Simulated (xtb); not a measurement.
O₃W, charge -1, doublet, at a GFN2-xTB geometry (such geometries of metal compounds can be far from the true shape) (the multiplicity is a formal guess). Base run: GFN2-xTB (xtb).

Geometry (Å):
```xyz
4

W      0.0000     0.0000     0.0000
O      1.5409    -0.3221    -0.6874
O     -0.4988    -0.8318     1.4177
O     -1.0420     1.1539    -0.7303
```
Charge -1, spin multiplicity 2.
All else is at xtb's defaults.
Base energy -14.86363 Eh.

Each row names what was changed in the base input (with any setting that the change needs).

| change | ΔE vs base (kJ/mol) | G_solv (kcal/mol) | SCF cycles |
|---|---|---|---|
| base | 0.00 | - | 45 |
| acc = 0.1 | 0.00 | - | 48 |
| alpb = water | -130.0 | -31.08 | 54 |
| alpb = toluene | -235.6 | -56.56 | 45 |
| gbsa = chcl3 | -202.0 | -48.33 | 46 |

ALPB and GBSA are two models with their own fitted parameters for each solvent, which aren't always the measured dielectric constant.
